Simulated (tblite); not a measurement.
Species: C₆H₁₁N₃.
Structure used (GFN2-xTB), in Å, numbered top down from 1:
```xyz
20
C6H11N3 angstrom
C     -2.652    0.323    0.547
C     -1.944    0.018   -0.775
C     -0.536    0.486   -0.757
N     -0.105    1.588   -1.298
N      1.213    1.695   -1.053
C      1.582    0.657   -0.362
C      2.948    0.372    0.131
N      0.504   -0.162   -0.140
C      0.505   -1.400    0.583
H     -2.638    1.394    0.733
H     -3.686   -0.010    0.503
H     -2.164   -0.178    1.381
H     -1.981   -1.055   -0.982
H     -2.449    0.543   -1.586
H      2.955    0.296    1.218
H      3.601    1.183   -0.176
H      3.323   -0.564   -0.283
H      1.352   -2.013    0.270
H     -0.417   -1.943    0.384
H      0.584   -1.218    1.659
```

All values are computed: GFN2-xTB (tblite) harmonic vibrations without scaling, gas phase. This tight-binding method is rough: wavenumbers can miss measured ones by several per cent, in bad cases by 10 to 20. One conformer, not necessarily the lowest.

Harmonic wavenumbers (cm⁻¹): 59.8, 90.9, 102.9, 135.2, 185.5, 204.3, 254.8, 264.7, 292.8, 405.1, 436.2, 598.2, 648.0, 694.4, 734.9, 771.1, 825.1, 972.9, 1009.8, 1018.3, 1033.8, 1068.4, 1081.1, 1105.8, 1145.9, 1174.6, 1223.5, 1249.9, 1315.8, 1350.7, 1390.9, 1404.8, 1408.3, 1444.9, 1461.2, 1462.8, 1466.0, 1471.0, 1480.5, 1498.1, 1503.1, 1552.9, 1566.8, 2953.2, 2964.4, 2994.0, 2994.2, 3006.8, 3013.8, 3031.1, 3032.6, 3039.8, 3050.7, 3074.3.

A = 3005, B = 1302, C = 994.4 MHz; mass 125.095 u (most abundant isotopes); point group C1, symmetry number 1.

Task: What is the zero-point energy?

Result: ½Σν̃ = 36860 cm⁻¹ = 105.39 kcal/mol.

Task: Entropy at 350 K, 1 bar (ideal gas, RRHO, classical rotation)?

Result: Translation 41.21, rotation 29.28, vibration 33.13: S = 103.6 cal/(mol K).

Task: And Cp and H(350 K) − H(0)?

Result: Cp = 42.03 cal/(mol K), of which vibrations give 34.08 (their classical limit is 54 R = 107.3); H(350 K) − H(0) = 8.88 kcal/mol without the zero-point energy, 6.10 from vibrations.

Task: Blend soft modes into free rotors: weight 1/[1 + (100 cm⁻¹/ν̃)⁴] for the oscillator and the rest for a rotor with moment μB/(μ + B), μ = h/(8π²ν), B = 10⁻⁴⁴ kg m². What vibrational entropy results?

Result: 31.06 cal/(mol K) in place of 33.13, which changes −T·S at 350 K by +0.72 kcal/mol.

Task: Which modes carry the vibrational entropy at 350 K?

Result: 59.8 cm⁻¹: 4.78; 90.9 cm⁻¹: 3.95; 102.9 cm⁻¹: 3.71; 135.2 cm⁻¹: 3.18; 185.5 cm⁻¹: 2.57; 204.3 cm⁻¹: 2.39 cal/(mol K); the other 48 give 12.54 together.

Hindered rotation and anharmonicity are outside this model. Other conformers, if any are populated, would add a mixing term that is left out. The structure is chiral; the term R ln 2 for an equal mix with its mirror image is left out.
